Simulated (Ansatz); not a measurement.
Program: Ansatz. Geometries: PBE0-D4/def2-TZVP. ΔE: electronic, gas phase. CBS: MP2 limit from def2 TZ/QZ plus the TZ coupled-cluster correction, frozen cores. Functionals use def2-TZVPP. B3LYP here is the variant with VWN-RPA as its local correlation; programs differ in this. For Ge outer-core shells are correlated without core-valence functions, which leaves a few kJ/mol of doubt a bond. Scalar relativity is left out up to krypton. Each species was taken in one conformer, which may not be the lowest.

Reaction (redistribution): `[GeH3][SiH]1CS1` + `B[SiH2]CF` → `B[SiH2][CH2][GeH3]` + `F[SiH]1CS1`

```json
{"level": "PBE0-D4", "ΔE (kcal/mol)": "-47.0"}
{"level": "B3LYP-D4", "ΔE (kcal/mol)": "-48.2"}
{"level": "B2PLYP", "ΔE (kcal/mol)": "-50.7"}
{"level": "HF/def2-TZVPP", "ΔE (kcal/mol)": "-52.3"}
{"level": "CCSD/def2-TZVPP", "ΔE (kcal/mol)": "-52.1"}
{"level": "SCS-MP2/def2-QZVPP", "ΔE (kcal/mol)": "-54.2"}
{"level": "HF/CBS(def2)", "ΔE (kcal/mol)": "-52.8"}
{"level": "CCSD/CBS(def2)", "ΔE (kcal/mol)": "-52.5"}
```

(1) What does CCSD(T)/CBS give? (Estimate.)

Largest T1 diagnostic among the species: 0.013.

## Answers

(1) Ansatz gave: -52.1 kcal/mol. The listed levels differ from it by 5.1, 3.9, 1.4, -0.2, 0.0, -2.1, -0.7, -0.4 kcal/mol.

From PBE to PBE0 (25 % exact exchange), in def2-TZVPP and without D4, ΔE moves by −2.4 kcal/mol.
